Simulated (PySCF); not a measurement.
# How methods differ on the excitation energy of Os²⁺

Os²⁺ [Xe] 4f14 5d6 (5D) → Os²⁺ [Xe] 4f14 5d5 6p1 (7P), as a difference of total energies. All numbers are calculated (PySCF 2.14, scalar relativity through the core potential, in aug-cc-pVQZ-PP with ECP60MDF (7s7p6d4f3g2h, 135 functions)). Correlated levels: valence: 5s2 5p6 frozen. The calculations carry no spin-orbit coupling.

```tsv
method	excitation energy (eV)
UHF	6.784
LDA	7.556
PBE	7.545
PBE0	7.600
r2SCAN	7.269
M06-L	8.216
MN15	8.109
BHandHLYP	7.930
MP2 (valence)	7.674
SCS-MP2 (valence)	8.264
```

Q: How much does correlation contribute at MP2 (valence)?

A: 7.674 − (6.784) = 0.890 eV, measured against UHF.
